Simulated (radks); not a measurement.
The numbers below are computed, except where a source is named.
Ionisation of the lanthanum ion La+, [Xe] 5d2, to La2+, [Xe] 5d1, under several functionals. Dirac Kohn-Sham, spin-unpolarised, spherical densities, point nucleus; open shells fill j = l - 1/2 first; a radial shooting solver on a logarithmic mesh with Libxc functionals. Known Delta-SCF values: LDA (Slater exchange, VWN5 correlation) 11.080 eV; exchange-only PBE 10.136 eV. What does SOGGA give, and what is its highest occupied eigenvalue?

Answer. 10.784 eV by Delta-SCF; the 5d3/2 eigenvalue is -7.110 eV. NIST: 11.185 eV (measured).

Beside tabulated values, note that spin-unpolarised runs miss the spin-polarisation part of the exchange energy of open shells.
